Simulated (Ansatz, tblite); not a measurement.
Cost and result up the ladder for Ge₇S₆ (the lowest singlet isomer of a short search) (13 atoms). The state is a singlet with charge 0. Geometry: r2SCAN-D4/def2-SVP.

Cartesian coordinates in Å:
```
Ge -1.890 -1.971 1.634
Ge -1.619 -0.387 -1.753
Ge 0.846 -1.996 1.810
Ge -0.319 2.202 1.405
Ge 1.973 -0.410 0.157
Ge -2.795 0.429 1.751
Ge 1.939 1.301 -2.474
S -0.449 -2.081 -0.236
S 1.679 1.825 0.101
S -0.501 0.020 2.655
S 3.056 -0.756 -1.661
S -1.903 1.468 -0.214
S -0.016 0.356 -3.173
```

Ansatz on 4 threads of Arm Neoverse N1 on a shared host; xTB runs through tblite on one thread. Times are rough, summed over both states, and most runs start from the orbitals of an earlier one. No level here is sound enough to serve as a yardstick. The other state is a triplet.

The xTB rows come from tblite. The structure comes from a short search, and lower isomers may exist.

xTB has no spin-polarisation term.

```tsv
level	functions	vertical triplet (eV)
PBE-D4/def2-SVP (with forces)	332	1.59
GFN1-xTB	117	1.64
r2SCAN-D4/def2-SVP	332	1.57
GFN2-xTB	117	1.61
```

Q: Estimate how long each takes.

A: GFN1-xTB 0.16 s; GFN2-xTB 0.18 s; PBE-D4/def2-SVP (with forces) 90 s; r2SCAN-D4/def2-SVP 4 min. On shared hardware such times vary by a factor of up to 3.
